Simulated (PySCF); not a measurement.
The vertical singlet excitations below were computed for one of the candidates. Level of theory: TDDFT B3LYP/def2-SVPD, vertical, gas phase, core orbitals frozen in the response in PySCF 2.14.0, density-fitted response routines. Geometries: GFN2-xTB, one conformer each. Ions are computed without counter-ions or solvent.

```
state  E (eV)       f   main configurations (H = HOMO, L = LUMO)
   S1    6.17  0.0022        H-1→L (30%), H-3→L (29%), H→L (25%)
   S2    6.45   0.011                     H→L (67%), H-1→L (15%)
   S3    6.52   0.025                                H→L+1 (91%)
   S4    6.76  0.0019      H-1→L (52%), H-3→L (26%), H-2→L (19%)
   S5    6.91  0.0064                   H-2→L (61%), H-3→L (30%)
   S6    7.01   0.015                              H-1→L+1 (87%)
   S7    7.18   0.015  H-2→L+1 (58%), H-3→L+1 (17%), H-4→L (13%)
   S8    7.21   0.014                 H-4→L (49%), H-2→L+1 (26%)
```

Orbital energies (eV): HOMO-3 -13.83, HOMO-2 -13.69, HOMO-1 -13.52, HOMO -13.24, LUMO -6.12, LUMO+1 -5.59, LUMO+2 -4.29.

**Question.** Which structure fits? All have the formula [C6H12P]+.
A. `CC[C@@H](C)[PH+]1C=C1`
B. `C1[C@H]2CC[P@H+](C2)C1`
C. `C1CC[P+]1(C=C)C`

**Answer.** A. Its S1, at 6.17 eV, is the lowest among the candidates; the nearest of the others has S1 at 6.71 eV. S1 is HOMO-1→LUMO (30%), HOMO-3→LUMO (29%), HOMO→LUMO (25%). Löwdin shares by element: HOMO carbon 44% or more, phosphorus 13% (atoms not listed hold the other 43%); LUMO carbon 77% or more, phosphorus 10%, hydrogen 5% or more. At the same level the other candidates give, for their lowest levels:
- `C=C[P+]1(C)CCC1`: 6.71 eV (f 0.004); 6.79 eV (f 0.428); 7.15 eV (f 0.001); 7.41 eV (f 0.031); 7.68 eV (f 0.001); T1 4.31 eV; HOMO -12.61, LUMO -5.72 eV
- `C1C[P@H+]2CC[C@@H]1C2`: 7.59 eV (f 0.009); 8.09 eV (f 0.004); 8.17 eV (f 0.008); 8.38 eV (f 0.002); 8.47 eV (f 0.009); T1 7.41 eV; HOMO -13.21, LUMO -4.59 eV

Shape of the structure used: `[CH3:1][CH2:2][C@@H:3]([CH3:4])[PH+:5]1[CH:6]=[CH:7]1`: C1–C2–C3–C4 -176°, C2–C3–P5–C6 114°.
Triplets come from the Tamm–Dancoff approximation.
